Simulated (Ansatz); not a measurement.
`COC(C)=O` and `C[C](=O)[GeH2][F]` differ in one atom or group.

Ansatz, PBE0-D4/def2-TZVP geometries, multiplicity 1. Each molecule was computed in one conformer, which needn't be the lowest.

Scalar relativity is left out up to krypton.

```tsv
property	`COC(C)=O`
HOMO–LUMO gap (B3LYP/def2-TZVPP) / eV	7.82
HOMO energy (ωB97M-V/def2-TZVPP) / eV	-10.43
LUMO energy (B3LYP/def2-TZVPP) / eV	0.10
zero-point energy (PBE0-D4/def2-TZVP) / kJ/mol	236.0
HOMO–LUMO gap (PBE/def2-TZVPP) / eV	5.52
HOMO–LUMO gap (ωB97M-V/def2-TZVPP) / eV	13.13
```

(1) What does the change do to each property? (An estimate is asked.)

## Answers

(1) Ansatz gave: 
| property | `C[C](=O)[GeH2][F]` | shift |
| --- | --- | --- |
| HOMO–LUMO gap (B3LYP/def2-TZVPP) / eV | 5.38 | -2.44 |
| HOMO energy (ωB97M-V/def2-TZVPP) / eV | -9.46 | 0.97 |
| LUMO energy (B3LYP/def2-TZVPP) / eV | -1.63 | -1.73 |
| zero-point energy (PBE0-D4/def2-TZVP) / kJ/mol | 168.1 | -67.9 |
| HOMO–LUMO gap (PBE/def2-TZVPP) / eV | 3.30 | -2.22 |
| HOMO–LUMO gap (ωB97M-V/def2-TZVPP) / eV | 10.38 | -2.75 |

With PBE0 the HOMO rises by 0.76 eV and the LUMO falls by 1.77 eV, so the gap narrows by about 2.53 eV. PBE moves the HOMO by 0.48 eV and ωB97M-V by 0.97 eV. The zero-point energy changes by -67.9 kJ/mol with -3 modes.

B3LYP here is the variant with VWN-RPA as its local correlation; programs differ in this.
